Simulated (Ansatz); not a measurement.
**Ligand exchange: InH2(CH3) + C2F3I → InH2I + C3H3F3**

Gas-phase species: InH2(CH3), singlet; C2F3I `FC(F)=C(F)I`, singlet; InH2I `[InH2][I]`, singlet; C3H3F3 `CC(F)=C(F)F`, singlet. The partners trade CH3 for I: In–CH3 and C–I bonds give way to In–I and C–CH3.

Shapes, held fixed at every level: PBE0-D4/def2-TZVP. Programs: Ansatz 0.2.0. Electronic energies: no zero-point or thermal term.

Problem. Estimate ΔE of this reaction.

Solution. The highest level, CCSD(T)/def2-TZVPP, gives ΔE = -218.4 kJ/mol; the levels span -266.3 to -218.4. The column of differences is taken from that level and isn't an error. No measured value is set beside it here. For atoms past krypton def2 sets carry core potentials with scalar relativity. Outer-core shells of I, In are correlated, in sets that cover them unevenly. CCSD(T)/def2-TZVPP lies outside the range of the other correlated levels here, so it shouldn't be taken on trust.

```csv
level,kind,ΔE (kJ/mol),less CCSD(T)/def2-TZVPP
HF/def2-TZVPP,Hartree–Fock,-266.3,-47.9
B3LYP-D4/def2-TZVPP,global hybrid,-223.2,-4.8
BHLYP-D4/def2-TZVPP,global hybrid,-241.8,-23.4
PBE0-D4/def2-TZVPP,global hybrid,-227.8,-9.4
wB97X-V/def2-TZVPP,range-separated hybrid,-225.8,-7.4
B2PLYP/def2-TZVPP,double hybrid,-225.8,-7.4
CCSD(T)/def2-TZVPP,coupled cluster or CI,-218.4,0.0
```
